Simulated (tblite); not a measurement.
C5H11ClO2S.
Structure used (GFN2-xTB), in Å, numbered top down from 1:
```xyz
20
C5H11ClO2S angstrom
C     -1.9947    0.3876    1.2522
C     -1.1329   -0.3162    0.2070
C     -1.6779   -0.0501   -1.1938
C      0.3205    0.1645    0.3394
C      1.2941   -0.5883   -0.5332
S      2.9487   -0.1186    0.0000
O      3.0682   -0.1892    1.4196
O      3.9430   -0.7511   -0.8051
Cl     2.9773    1.8593   -0.4917
H     -1.6264    0.1848    2.2547
H     -3.0240    0.0437    1.1902
H     -1.9815    1.4629    1.0909
H     -1.1638   -1.3944    0.3983
H     -2.7252   -0.3369   -1.2483
H     -1.6012    1.0076   -1.4351
H     -1.1346   -0.6184   -1.9442
H      0.6458    0.0413    1.3747
H      0.3663    1.2282    0.0973
H      1.2441   -0.3417   -1.5878
H      1.2490   -1.6645   -0.3882
```

Calculated harmonic vibrations of the isolated species, GFN2-xTB (tblite), most abundant isotopes, no scaling. The method is semi-empirical: single wavenumbers can be off by several per cent or more. One conformer, not necessarily the lowest.

Harmonic wavenumbers (cm⁻¹): 30.8, 52.0, 93.8, 121.1, 187.9, 210.4, 234.8, 243.0, 251.2, 301.2, 325.4, 396.5, 402.9, 456.3, 477.2, 503.4, 736.3, 770.9, 874.5, 896.0, 950.9, 978.7, 986.1, 1012.2, 1091.2, 1118.9, 1142.3, 1169.3, 1184.9, 1188.1, 1253.8, 1287.8, 1298.9, 1334.4, 1349.3, 1409.5, 1413.3, 1425.3, 1476.8, 1494.2, 1497.9, 1503.1, 1509.9, 2933.1, 2987.3, 2994.1, 3012.5, 3036.2, 3038.4, 3041.7, 3042.1, 3043.9, 3048.5, 3050.1.

A = 2069, B = 597.5, C = 576.4 MHz; mass 170.017 u (most abundant isotopes); point group C1, symmetry number 1.

Task: What is the zero-point energy?

Result: Half the sum of the wavenumbers: 34935 cm⁻¹ = 99.88 kcal/mol.

Task: Give the ideal-gas entropy at 298.15 K and 1 bar in the rigid-rotor, harmonic-oscillator model (classical rotation).

Result: Translation 41.33, rotation 30.49, vibration 35.33: S = 107.1 cal/(mol K).

Task: And Cp and H(298.15 K) − H(0)?

Result: Cp = 41.89 cal/(mol K), of which vibrations give 33.94 (their classical limit is 54 R = 107.3); H(298.15 K) − H(0) = 7.76 kcal/mol without the zero-point energy, 5.39 from vibrations.

Task: Which modes carry the vibrational entropy at 298.15 K?

Result: 30.8 cm⁻¹: 5.78; 52.0 cm⁻¹: 4.74; 93.8 cm⁻¹: 3.58; 121.1 cm⁻¹: 3.08; 187.9 cm⁻¹: 2.25; 210.4 cm⁻¹: 2.04 cal/(mol K); the other 48 give 13.86 together.

Task: How do the functions run with temperature in this model?

Result: 
| T (K) | S (cal/(mol K)) | Cp (cal/(mol K)) | H − H(0) (kcal/mol) | G − H(0) (kcal/mol) | ln q(vib) |
| --- | --- | --- | --- | --- | --- |
| 150 | 83.9 | 27.2 | 2.64 | -9.95 | 4.01 |
| 250 | 100.2 | 37.1 | 5.86 | -19.19 | 7.19 |
| 400 | 120.9 | 51.8 | 12.54 | -35.80 | 11.73 |
| 600 | 145.0 | 67.6 | 24.56 | -62.44 | 17.44 |
| 900 | 175.6 | 83.0 | 47.34 | -110.69 | 25.33 |

q(vib) and H(0) count from the zero-point level.

Hindered rotation and anharmonicity are outside this model. Other conformers, if any are populated, would add a mixing term that is left out. The structure is chiral; the term R ln 2 for an equal mix with its mirror image is left out.
